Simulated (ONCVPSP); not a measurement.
## ytterbium (Yb), ONCV: configuration errors across variants

| Item | Value |
| --- | --- |
| Element | Yb |
| Generator | ONCVPSP 4.0.1 |
| Type | optimised norm-conserving Vanderbilt (ONCV) |
| Functional | LDA (Perdew-Wang 92) |
| Relativity | scalar-relativistic |
| Frozen core | [Kr] 4d10 4f13 |
| Valence charge | 11 |
| Reference configuration | 5s2 5p6 5d1.5 6s1.5 |
| Partial waves | 5s+6s: rc 1.70 bohr, ncon 4, nbas 7, qcut 8.2 1/bohr, 2 projectors; 5p: rc 2.10 bohr, ncon 4, nbas 8, qcut 5.2 1/bohr, 2 projectors, debl 3.3 Ha; 5d: rc 2.00 bohr, ncon 4, nbas 7, qcut 4.6 1/bohr, 3 projectors, debl 1.8 Ha |
| Local potential | polynomial inside 1.10 bohr (lpopt 5, dvloc0 0 Ha) |
| Core correction | none |

All-electron excitation energies from the reference (eV): (1) 5s2 5p6 5d1 6s2 -1.378; (2) 5s2 5p6 5d1 6s1 6.087; (3) 5s2 5p6 5d1 6s0 19.477; (4) 5s2 5p6 5d1 6s1 6p1 2.051.

Errors AE − PS in meV (a dash: test not solved or not reliable):

```
     change   (1)   (2)   (3)   (4)  bound ghosts  GHOST(+) flags above zero
       base  +1.5  -2.0  +4.9  +1.7          none                       s, p
p: qcut 3.4  +1.4  -2.1  +4.7  -0.2          none                       s, p
p: qcut 3.9  +1.5  -2.0  +4.8  +1.0          none                       s, p
p: qcut 4.6  +1.5  -2.0  +4.9  +1.6          none                          s
p: qcut 5.5  +1.5  -2.0  +4.9  +1.6          none                       s, p
  p: qcut 6  +1.5  -2.0  +4.9  +1.4          none                          s
p: qcut 7.8  +1.5  -2.0  +4.8  +0.4          none                       s, p
```

Q: Give the same row for: p: qcut 6.9.

A: +1.5, -2.0, +4.8, +0.8; bound ghosts: none; GHOST(+) flags above zero: s, p.
